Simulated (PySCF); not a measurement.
C₃H₉FOSi, SMILES CCOC[SiH2]F. Atoms are numbered in the order given.

```xyz
15

C      3.0919    -0.5486    -0.1437
C      1.8290     0.1274    -0.6155
O      1.0360     0.4350     0.5026
C     -0.2289     0.9807     0.1851
Si    -1.4592    -0.4497     0.2456
F     -2.9202     0.0377    -0.2926
H      3.6377     0.1032     0.5541
H      3.7493    -0.7781    -0.9950
H      2.8563    -1.4874     0.3788
H      2.0684     1.0567    -1.1729
H      1.2781    -0.5298    -1.3188
H     -0.4798     1.7406     0.9444
H     -0.2250     1.5030    -0.7906
H     -0.9936    -1.5637    -0.6275
H     -1.6208    -0.9249     1.6467
```
Charge 0, spin multiplicity 1.

Geometry optimised at PBE0-D3(BJ)/def2-SVP. The structure was generated by enumeration, and PubChem lists no compound with its InChIKey, so it may never have been made. Other conformers were not sampled.

Method: PBE/def2-TZVP run with PySCF.

ESP charges are fitted to the potential on shells at 1.4 to 2.0 van der Waals radii. Atomic charges (e):

| atom | Löwdin | ESP fit |
|---|---|---|
| C1 | -0.32 | -0.52 |
| C2 | -0.38 | 0.39 |
| O3 | 0.19 | … |
| C4 | -0.47 | -0.09 |
| Si5 | 0.18 | … |
| F6 | -0.01 | … |
| H7 | 0.13 | 0.14 |
| H8 | 0.13 | 0.13 |
| H9 | 0.13 | 0.14 |
| H10 | 0.12 | … |
| H11 | 0.12 | … |
| H12 | 0.13 | … |
| H13 | 0.13 | … |
| H14 | -0.04 | -0.07 |
| H15 | -0.04 | -0.07 |

Task: Fill in the missing entries. (Estimate from the structure and the level; the computed values follow.)

Result: 
- O3, ESP fit: -0.35
- Si5, ESP fit: 0.43
- F6, ESP fit: -0.26
- H10, ESP fit: -0.01
- H11, ESP fit: -0.03
- H12, ESP fit: 0.12
- H13, ESP fit: 0.06

Computed Mayer and Wiberg (Löwdin basis) orders of the bonds:
```csv
bond,Mayer,Wiberg
C1–C2,1.04,1.34
C2–O3,0.99,1.48
O3–C4,0.95,1.48
C4–Si5,0.99,1.15
Si5–F6,1.11,1.72
C1–H7,0.96,0.90
C1–H8,0.96,0.90
C1–H9,0.97,0.90
C2–H10,0.94,0.87
C2–H11,0.94,0.86
C4–H12,0.93,0.87
C4–H13,0.92,0.87
Si5–H14,0.92,0.93
Si5–H15,0.93,0.94
```
